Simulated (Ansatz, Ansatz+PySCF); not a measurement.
| atom | x (Å) | y (Å) | z (Å) |
| --- | --- | --- | --- |
| Al | 0.0000 | 0.0000 | 0.0000 |
| Cl | 1.1487 | 1.1487 | 1.1487 |
| Cl | 1.1487 | -1.1487 | -1.1487 |
| Cl | -1.1487 | 1.1487 | -1.1487 |
| Cl | -1.1487 | -1.1487 | 1.1487 |

RHF on singlet AlCl₄(-) was run in several spherical basis sets with Ansatz (development build ahead of 0.2.0). Caution: no diffuse functions for an anion. Caution for RHF: no unrestricted run beside it, a lower state can exist.

Rank the basis sets by the total energy that they give, lowest first, with the distance from the lowest.
A. def2-SVP
B. cc-pVDZ
C. 6-31G(d)
D. def2-TZVP
E. cc-pVTZ

E (0.00 eV), D (0.86 eV), B (2.50 eV), C (4.92 eV), A (20.45 eV).

Totals follow the description of the cores as much as that of the bonds, so this order isn't one of quality for chemistry.
